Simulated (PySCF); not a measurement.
Compound: C4H8O4.
Structure used (PBE0-D3(BJ)/def2-SVP), in Å, numbered top down from 1:
```
atom  x, y, z in Å
C1    -2.3508    1.7229    0.4039
O2    -2.4343    0.3356    0.6104
C3    -1.5041   -0.3935   -0.0621
O4    -0.2131   -0.1239    0.4971
C5     0.8095   -0.6828   -0.1347
O6     0.7285   -1.3912   -1.1044
O7     1.9345   -0.3342    0.4785
C8     3.1188   -0.8687   -0.0829
H9    -1.4157    2.1388    0.8139
H10   -2.4070    1.9717   -0.6730
H11   -3.2043    2.1815    0.9195
H12   -1.7397   -1.4598    0.0709
H13   -1.4638   -0.1562   -1.1434
H14    3.1269   -1.9667   -0.0121
H15    3.2157   -0.5871   -1.1417
H16    3.9478   -0.4493    0.4987
```

Linear response at PBE0/def2-SVPD (PySCF, frozen core in the response, non-relativistic).

Static isotropic polarisability: 66.45 au (9.85 Å³), principal values 53.8, 62.5, 83.1 au.

Task: What is the polarisability at 1064 nm and at the sodium D line?

Result: 66.87 au at 1064 nm (+0.6 %), 67.84 au at 589.3 nm (+2.1 %). The rise at 589.3 nm is 3.34 times that at 1064 nm; a pure ω² law gives 3.26. The lowest singlet lies at 175 nm, shorter than both wavelengths.

Task: What is the isotropic C6 coefficient between two such molecules, C6 = (3/π)∫α(iω)² dω?

Result: 2116 au (Eh·bohr⁶) by a ten-point quadrature over imaginary frequencies, which is 1260 eV·Å⁶ or 122 J·nm⁶/mol.

Task: Which effective excitation energy ω̄ makes London's formula C6 = (3/4)α²ω̄ exact here?

Result: ω̄ = 4·C6/(3α²) = 0.639 Eh = 17.4 eV. A one-pole form α(ω) = α/(1 − ω²/ω̄²) fitted to the 1064 nm value gives 14.8 eV.

Task: How many electrons N does the Slater–Kirkwood formula C6 = (3/4)·√N·α^(3/2) need to give this C6?

Result: N = (4·C6/3)²/α³ = 27.1; the species has 64 electrons in all.

Task: The lowest 6 singlets have (eV, f): 7.09, 0.000; 7.72, 0.011; 8.00, 0.019; 8.21, 0.028; 8.23, 0.004; 8.40, 0.027. What share of the static polarisability do they carry in the sum over states α = Σ f/ω²?

Result: 0.98 au, 1.5 % of α; the largest term, 0.30 au, is that of the state at 8.21 eV. Their oscillator strengths add up to 0.09. Higher states carry the rest.

Task: What molar refraction at the D line follows from R = (4π/3)·N_A·α′, with α′ the polarisability volume?

Result: α′ = 10.05 Å³ gives R = 25.36 cm³/mol, for isolated, non-vibrating species.

Task: What n − 1 at the D line would an ideal gas of it have at 273.15 K and 1 atm (2.6868 × 10¹⁹ cm⁻³), by n − 1 = 2π·N·α′?

Result: 16.97 × 10⁻⁴, a formal value whether or not that pressure can be reached.

Task: What three-body coefficient follows from the one-pole estimate C9 = (3/4)·α·C6?

Result: 105000 au. This is an estimate from the two numbers above, not a computed integral.

Task: How anisotropic is the static polarisability, by Δα² = ½[(α1 − α2)² + (α2 − α3)² + (α3 − α1)²]?

Result: Δα = 26.0 au, or 0.39 of the isotropic value.

Cost: about 80 s of CPU time on one thread; the machine was shared, so the figure is rough. This is the whole response run at PBE0/def2-SVPD, SCF included.

One conformer stands for the species.
